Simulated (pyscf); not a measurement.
PySCF, gas phase, ωB97X-D3(BJ)/def2-SVP geometries. Correlated levels are frozen-core, on RHF or UHF. ΔMP2 is the change of the MP2 total energy from the triple- to the quadruple-zeta basis. Singlets are restricted, triplets unrestricted.

Singlet (Å):
```xyz
7

Si    -3.0181     0.8891     0.7138
In    -0.6669    -0.1136     0.6953
P      0.9295     0.6137    -1.0798
H     -3.4503    -0.3277    -0.1136
H      0.0070    -1.2184     1.8476
H     -0.0490     0.7071    -2.1113
H      1.3239    -0.7145    -1.4122
```

Triplet (Å):
```xyz
7

Si    -2.9897     0.0315     0.7172
In    -0.5078    -0.2869     0.7820
P      0.7620     0.6376    -1.1445
H     -3.6510     0.6664    -0.4747
H      0.2658    -1.0346     2.1245
H     -0.2524     0.3373    -2.0973
H      1.4847    -0.5724    -1.3607
```

### Question
For these two minima of :HSi–InH–PH₂, which spin state lies lower at CCSD(T)/def2-TZVPP + ΔMP2(QZVPP), and by how much (electronic energies)?

### Answer
The singlet, by 8.4 kcal/mol. Zero-point energy shifts E(triplet) − E(singlet) by +0.4 kcal/mol. :HSi–InH–PH₂ [singlet] lies 42.3 kcal/mol over its isomer H₂P–SiH₂–In [singlet], and others may lie lower still (electronic energy, ωB97M-D3(BJ)). 

E(triplet) − E(singlet) by level (kcal/mol):

```csv
level,gap
ωB97X-D3(BJ)/def2-TZVP,+8.8
PBE/def2-TZVP,+5.7
r²SCAN/def2-TZVP,+1.1
B3LYP-D3(BJ)/def2-TZVP,+8.1
PBE0-D3(BJ)/def2-TZVP,+3.8
M06-2X/def2-TZVP,+5.8
ωB97M-D3(BJ)/def2-TZVP,+11.4
HF/def2-TZVP,-7.3
MP2/def2-QZVPP,+6.6
CCSD/def2-TZVPP,+6.9
CCSD(T)/def2-TZVPP,+7.4
CCSD(T)/def2-TZVPP + ΔMP2(QZVPP),+8.4
```

The triplet is the lowest one reached from the SCF start used. The CCSD(T) − MP2 part came from Ansatz, without density fitting, on the same reference. The frozen core leaves the outer d or s,p core shells of the metals and heavy elements correlated in the MP2 and CC values, and def2-TZVPP describes them poorly, which can shift differences by a few kcal/mol. Elements past Kr carry the def2 core potentials, without spin-orbit coupling.
